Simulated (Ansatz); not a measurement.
`C=C(O)B(C)N` + `SC[TeH]` → `CB(N)[TeH]` + `C=C(O)CS`  (formal exchange of groups at a B–C bond)

Gas-phase electronic energies from Ansatz, PBE0-D4/def2-TZVP geometries. CCSD(T)/CBS is the MP2 limit (def2-TZVPP, def2-QZVPP) plus CCSD(T) − MP2 in def2-TZVPP, frozen cores. Functionals use def2-TZVPP. Elements past krypton have def2 core potentials. For Te outer-core shells are correlated without core-valence functions, which leaves a few kJ/mol of doubt a bond. One conformer a species, not always the lowest.

```json
{"level": "B2PLYP", "ΔE (kcal/mol)": "-13.9"}
{"level": "PBE", "ΔE (kcal/mol)": "-13.8"}
```

Q: What does CCSD(T)/CBS give? (An estimate is asked.)

A: Computed: -14.0 kcal/mol. The listed levels differ from it by 0.1, 0.2 kcal/mol.

Largest T1 diagnostic among the species: 0.012.

From PBE to PBE0 (25 % exact exchange), in def2-TZVPP and without D4, ΔE moves by −1.4 kcal/mol.
